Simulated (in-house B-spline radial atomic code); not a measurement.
## Ionising As4+ with different functionals

Computed with an all-electron radial atomic-structure program (B-spline basis): scalar-relativistic (spin-free X2C) Hamiltonian, Fermi nucleus of rms radius 4.0968 fm, spin-polarised at highest spin, spherical fractional occupations for the functionals, the average over the highest-spin determinants for Hartree-Fock. The ionisation energy is the difference of two self-consistent energies, [Ar] 3d10 4s1 → [Ar] 3d10, without Breit or QED terms; ε is the level of the shell that loses the electron (its least bound occupied spin orbital). There is no spin-orbit coupling in this Hamiltonian.

```
           method                    rung  ΔSCF (eV)  -ε(4s) (eV)
     Hartree-Fock            Hartree-Fock      61.70        61.81
    HF fractional            Hartree-Fock      61.70        61.81
         LDA VWN5                     LDA      64.22        58.16
         LDA PW92                     LDA      64.21        58.15
LDA exchange-only                     LDA      63.06        57.07
              PBE                     GGA      63.90        57.75
           PBEsol                     GGA      63.73        57.77
             BLYP                     GGA      64.22        57.91
             RPBE                     GGA      63.67        57.53
             PW91                     GGA      64.01        57.90
             BP86                     GGA      63.78        57.91
             AM05                     GGA      63.66        57.75
             OLYP                     GGA      63.52        57.38
             TPSS                meta-GGA      63.40        57.58
             SCAN                meta-GGA      63.58        58.32
           r2SCAN                meta-GGA      63.39        58.10
          revTPSS                meta-GGA      63.24        57.52
             PBE0           global hybrid      63.45        58.92
            B3LYP           global hybrid      64.00        59.00
            TPSSh           global hybrid      63.27        58.06
        BHandHLYP           global hybrid      63.42        60.23
          r2SCAN0           global hybrid      63.16        59.24
            B97-1           global hybrid      63.11        58.34
            HSE06  range-separated hybrid      63.54        58.66
            wB97X  range-separated hybrid      62.62        61.28
        CAM-B3LYP  range-separated hybrid      63.99        60.76
          LC-wPBE  range-separated hybrid      63.61        62.16
```

Q: Among the functionals, which spreads more, the ΔSCF values or the orbital energies?

A: The orbital energies: ΔSCF values span about 1.60 eV and the orbital energies 5.09 eV.

Q: How do they compare with the NIST value?

A: NIST lists 62.77 eV ± 0.06 (measured, ground level to ground level). Errors run from -1.07 to +1.45 eV; wB97X is closest (-0.15 eV), but part of that can be cancellation, since the calculations leave out Breit-QED terms. Hartree-Fock also lacks correlation.
